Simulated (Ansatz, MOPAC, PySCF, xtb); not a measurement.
Complex: SiH4 (SMILES [SiH4]) (first 5 atoms) with SiH4 (SMILES [SiH4]); geometry from B3LYP-D3(BJ)/def2-TZVP, rigid monomers moved along the line of their centres of mass till Si1···Si6 is 4.62 Å.
(charge 0, multiplicity 1):
```xyz
10

Si     0.018    -0.168    -0.102
H      1.069     0.873    -0.087
H     -1.076     0.225     0.816
H      0.590    -1.458     0.342
H     -0.521    -0.309    -1.473
Si    -0.023     0.217     4.503
H     -0.829    -0.999     4.260
H      1.113     0.251     3.553
H      0.499     0.198     5.888
H     -0.863     1.419     4.307
```

Interaction energies are E(AB) − E(A) − E(B) at the monomers' geometry in the complex; basis-set methods are counterpoise corrected.

The state that AM1 reach isn't checked.

Run with Ansatz (a quantum-chemistry and plane-wave program); MOPAC for AM1 (differences of heats of formation); PySCF for the dispersion terms; xtb for the GFN methods. 

### Question
One of these levels gives 0.01 kcal/mol for the interaction energy. Which?
(A) GFN-FF
(B) PBE-D3(BJ)/def2-TZVPPD
(C) AM1

### Answer
C, AM1. The others give -0.63 (GFN-FF), -0.94 (PBE-D3(BJ)/def2-TZVPPD)
